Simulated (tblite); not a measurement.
Compound: C2H2BrN3.
SMILES: `n1[nH]nc(c1)Br`

All values are computed: GFN2-xTB (tblite) harmonic vibrations without scaling, gas phase. Against measured fundamentals such values can be off by several per cent, at times by over 20.

Harmonic wavenumbers (cm⁻¹): 226.5, 238.8, 352.7, 591.7, 653.4, 688.7, 827.7, 938.7, 965.8, 1057.2, 1146.2, 1165.9, 1345.5, 1348.3, 1351.7, 1480.2, 3214.5, 3443.5.

A = 10093, B = 1314, C = 1163 MHz; mass 146.943 u (most abundant isotopes); point group Cs, symmetry number 1.

Q: What is the zero-point energy?

A: ½Σν̃ = 10518 cm⁻¹ = 30.07 kcal/mol.

Q: Give the ideal-gas entropy at 400 K and 1 bar in the rigid-rotor, harmonic-oscillator model (classical rotation).

A: Translation 42.35, rotation 28.31, vibration 10.47: S = 81.1 cal/(mol K).

Q: And Cp and H(400 K) − H(0)?

A: Cp = 23.11 cal/(mol K), of which vibrations give 15.16 (their classical limit is 18 R = 35.8); H(400 K) − H(0) = 5.79 kcal/mol without the zero-point energy, 2.61 from vibrations.

Q: How do the functions run with temperature in this model?

A: 
```tsv
T (K)	S (cal/(mol K))	Cp (cal/(mol K))	H − H(0) (kcal/mol)	G − H(0) (kcal/mol)	ln q(vib)
50	54.2	8.2	0.40	-2.31	0.00
100	60.4	10.0	0.85	-5.19	0.08
298.15	75.0	18.6	3.66	-18.70	1.19
373.15	79.6	22.0	5.19	-24.50	1.76
500	86.7	26.7	8.29	-35.06	2.83
750	98.8	32.6	15.79	-58.29	5.04
1000	108.7	35.9	24.39	-84.26	7.18
```

q(vib) and H(0) count from the zero-point level.

Q: Which modes carry the vibrational entropy at 400 K?

A: 226.5 cm⁻¹: 2.45; 238.8 cm⁻¹: 2.35; 352.7 cm⁻¹: 1.64; 591.7 cm⁻¹: 0.82; 653.4 cm⁻¹: 0.69; 688.7 cm⁻¹: 0.63 cal/(mol K); the other 12 give 1.89 together.

Hindered rotation and anharmonicity are outside this model.

On an Arm Neoverse V2 with one thread, shared host with 96 logical CPUs at a one-minute load of 43, this took 0.12 s. This covers the Hessian and the dipole derivatives.
